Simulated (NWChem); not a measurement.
# C₂H₅BN₂O; SMILES NB1COC=N1

```xyz
11

N      0.0359    -2.1703     0.0000
B     -0.0083    -0.7691     0.0000
C      1.2002     0.2861     0.0000
O      0.4807     1.5598     0.0000
C     -0.8375     1.2428     0.0000
N     -1.2458     0.0205     0.0000
H      0.8902    -2.7238     0.0000
H     -0.8235    -2.7205     0.0000
H      1.8576     0.2722    -0.8951
H      1.8576     0.2722     0.8951
H     -1.4788     2.1461     0.0000
```
Atoms are numbered in this order, from 1.

Results from NWChem. Pople sets run with spherical d functions. All runs use the structure optimised with PBE-D3(BJ)/def2-SVP. Atomic charges in e: unrestrained fits to the electrostatic potential beside Mulliken populations; buried atoms are poorly determined by the fit.

For level Hartree-Fock/6-31G*:

- ESP N1 = -1.15
- Mulliken N1 = -0.97
- ESP B2 = 0.84
- Mulliken B2 = 0.70
- Mulliken C3 = -0.23
- Mulliken O4 = -0.64
- Mulliken C5 = 0.40

Problem. Estimate the same quantities for level B3LYP/def2-SVP.

Solution. ESP N1: -0.89
Mulliken N1: -0.05
ESP B2: 0.58
Mulliken B2: -0.19
Mulliken C3: 0.13
Mulliken O4: -0.32
Mulliken C5: 0.19
